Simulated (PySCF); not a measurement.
## Vanadium: highly charged ions in a basis for the neutral atom

V⁶⁺ [Ne] 3s2 3p5, V⁷⁺ [Ne] 3s2 3p4. Computed with PySCF 2.14 in cc-pVTZ, with the non-relativistic Hamiltonian (point nucleus). No spin-orbit coupling, so a gap to NIST mixes the basis error with missing relativistic terms.

Changed run: basis of the neutral atom used for a highly charged ion. This setting is unsound on purpose.

```
species  method  sound run (hartree)  changed run (hartree)  converged
    V⁶⁺     UHF              not run             -932.40364        yes
    V⁶⁺    BP86              not run             -933.22605        yes
    V⁶⁺     LDA              not run             -930.91639        yes
    V⁷⁺     UHF              not run             -926.92490        yes
    V⁷⁺    BP86              not run             -927.68655        yes
    V⁷⁺     LDA              not run             -925.37533        yes
```

Ionisation energy of V⁶⁺:

```
method  changed run (eV)      NIST (eV)
   UHF            149.08  150.72 ± 0.13
  BP86            150.74  150.72 ± 0.13
   LDA            150.78  150.72 ± 0.13
```

The contracted functions were made for the neutral atom and can be too rigid for a highly charged ion.
